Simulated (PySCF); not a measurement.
CCl₂, SMILES Cl[C]Cl (connectivity only; charge and spin as stated), neutral, multiplicity 1. Atoms are numbered in the order given.

```xyz
3

Cl     0.0000    -1.3947     0.1479
C      0.0000     0.0000    -0.8381
Cl     0.0000     1.3947     0.1479
```

The structure is a stationary point at PBE0-D3(BJ)/def2-TZVP. The isomer is the one that the SMILES or the coordinates give; other isomers of the formula were not compared.

Computed with HF/def2-TZVPD run with PySCF.

Mulliken values depend strongly on the basis, most of all with diffuse functions as here. Atomic charges (e):

| atom | meta-Löwdin | Mulliken |
|---|---|---|
| Cl1 | 0.04 | -0.13 |
| C2 | -0.07 | 0.25 |
| Cl3 | 0.04 | -0.13 |
